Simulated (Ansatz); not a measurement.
Reaction (atomization): `[AlH2][C]1=C[CH]1[InH2]` → Al• + 3 C• + 6 H• + In•

Program: Ansatz. Geometries: PBE0-D4/def2-TZVP. ΔE: electronic, gas phase. CCSD(T)/CBS is the MP2 limit (def2-TZVPP, def2-QZVPP) plus CCSD(T) − MP2 in def2-TZVPP, frozen cores. This one scheme is used for every species, atoms too. For atomizations the MP2-based limit and the directly extrapolated one differ by several kJ/mol either way, and by 10 to 25 for some Ge, Se and Sn compounds, so smaller differences from it don't rank the levels. DFT in def2-TZVPP. HSE06 is defined as in plane-wave codes. No spin–orbit coupling; open shells (•) take unrestricted orbitals. Spin–orbit coupling would lower the free atoms: a little for Al, C; strongly for In. Elements past krypton have def2 core potentials. Bonds to In are less sure, by a few kJ/mol each and by 10 to 20 or more in all where they break to atoms, as the def2 sets lack core-valence functions.

| level | ΔE (kJ/mol) |
| --- | --- |
| BLYP-D4 | 3512.4 |
| r2SCAN0-D4 | 3513.8 |
| r2SCAN | 3559.0 |
| HSE06 | 3541.9 |

(1) What does CCSD(T)/CBS give? (Best estimate.)

Largest T1 diagnostic among the species: 0.018.

Results:

(1) The calculation gave: +3548.5 kJ/mol. The listed levels differ from it by -36.1, -34.7, 10.5, -6.6 kJ/mol.

The D4 term adds +40.7 kJ/mol with B3LYP and +21.4 kJ/mol with PBE0; it sums over pairs of atoms, weighted by their polarisabilities, and B3LYP, whose exchange is more repulsive, gets the larger term. From PBE to PBE0 (25 % exact exchange), in def2-TZVPP and without D4, ΔE moves by −49.1 kJ/mol: exact exchange takes away binding that semilocal exchange gives to molecules.

B3LYP here is the variant with VWN-RPA as its local correlation; programs differ in this.
